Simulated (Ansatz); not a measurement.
Species: H$_{4}$SiO$_{2}$, charge 0, singlet. H4SiO2 (dihydroxysilane, SMILES O[SiH2]O).
B3LYP-D3(BJ)/def2-TZVP minimum from Ansatz (a first-principles code):
```
Si
O 1 1.6467
H 2 0.9607 1 118.39
O 1 1.6467 2 113.45 3 -65.47
H 4 0.9607 1 118.39 2 -65.47
H 1 1.4758 2 111.52 3 51.38
H 1 1.4758 6 112.91 4 120.96
```

Total energies in hartree (Ansatz). Open shells are spin-unrestricted; no spin-orbit coupling. Cores are frozen in correlated methods. No relativity. For partners of very few electrons the exact lower level stands in for a higher one.

| species | HF/cc-pV(T+d)Z | CCSD(T)/cc-pV(T+d)Z | HF/cc-pV(Q+d)Z | CCSD(T)/cc-pV(Q+d)Z | CCSD(T)/cc-pV(D+d)Z | CCSDT(Q)/cc-pV(D+d)Z |
|---|---|---|---|---|---|---|
| 1: H4SiO2 (SMILES [SiH2](O)O) | -441.16940 | -441.82122 | -441.18715 | -441.88558 | -441.60287 | -441.60474 |
| 2: Si (triplet) | -288.85649 | -288.93344 | -288.85845 | -288.93781 | -288.91643 | -288.91690 |
| 3: O (triplet) | -74.81176 | -74.97396 | -74.81729 | -74.99357 | -74.90995 | -74.91013 |
| 4: H (doublet) | -0.49981 | -0.49981 | -0.49995 | -0.49995 | -0.49928 | -0.49928 |

Task: Work out the atomisation energy (electronic, to ground-state atoms) in kJ/mol: take Hartree-Fock from cc-pV(Q+d)Z, extrapolate the CCSD(T) correlation energy as X^-3 (X = 3, 4), and add CCSDT(Q) - CCSD(T) in cc-pV(D+d)Z. 1 hartree = 2625.5 kJ/mol.

Result: 
Species 1: correlation (64·(-0.69843) - 27·(-0.65182))/37 = -0.73244; step -0.00187; E1 = -441.18715 + (-0.73244) + (-0.00187) = -441.92146
Species 2: correlation (64·(-0.07936) - 27·(-0.07695))/37 = -0.08112; step -0.00047; E2 = -288.85845 + (-0.08112) + (-0.00047) = -288.94004
Species 3: correlation (64·(-0.17628) - 27·(-0.16220))/37 = -0.18655; step -0.00018; E3 = -74.81729 + (-0.18655) + (-0.00018) = -75.00402
Species 4: correlation (64·(0.00000) - 27·(0.00000))/37 = 0.00000; step +0.00000; E4 = -0.49995 + (0.00000) + (+0.00000) = -0.49995
-1·E1 +1·E2 +2·E3 +4·E4 = 0.97358 hartree = 2556.1 kJ/mol.
